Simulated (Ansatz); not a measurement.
Relaxation of CH6BFSSi (11 atoms, charge 0, multiplicity 1), to a largest force component of 0.02 eV/Å in at most 50 steps.

The calculation used RKS r2SCANh-D4/def2-SVP (Ansatz 0.2.0).

```xyz
11
Properties=species:S:1:pos:R:3:forces:R:3
B -0.664 1.662 1.403 -1.68 0.81 -1.32
C -0.473 0.597 0.279 0.52 1.00 0.06
S 0.993 -0.358 0.666 1.14 -0.93 -0.34
Si 0.942 -1.625 -1.050 -2.02 1.24 -0.77
F 1.021 -0.719 -2.467 0.02 -0.97 1.44
H 0.022 1.836 2.310 1.03 -0.08 1.12
H -1.614 2.434 1.306 0.22 -0.35 -0.03
H -0.307 1.121 -0.708 -0.64 -0.43 0.67
H -1.350 -0.053 0.289 -0.47 -0.05 -0.46
H -0.435 -2.312 -1.019 0.68 0.47 -0.29
H 1.929 -2.641 -0.988 1.20 -0.73 -0.07
```

Question: Where does it end, and by what steps?

Answer: It converged. After 8 steps the energy has fallen by 0.353 eV; H10 moved furthest, 0.14 Å.

```tsv
step	energy less start (eV)	largest force component (eV/Å)	accepted
0	0.0000	2.017	yes
1	-0.2921	1.019	yes
2	-0.3330	0.683	yes
3	-0.3482	0.422	yes
4	-0.3520	0.080	yes
5	-0.3523	0.020	yes
6	-0.3524	0.024	yes
7	-0.3525	0.020	yes
8	-0.3526	0.020	yes
```

```xyz
11
Properties=species:S:1:pos:R:3
B -0.686 1.728 1.420
C -0.452 0.626 0.345
S 1.045 -0.404 0.613
Si 0.901 -1.669 -1.076
F 1.066 -0.824 -2.454
H 0.056 1.897 2.352
H -1.659 2.432 1.292
H -0.406 1.122 -0.642
H -1.361 -0.004 0.304
H -0.440 -2.304 -1.156
H 2.002 -2.658 -0.976
```

Run time: 28 s on 2 threads of Intel(R) Xeon(R) Platinum 8488C (Sapphire Rapids) (shared host), peak memory 0.28 GiB.
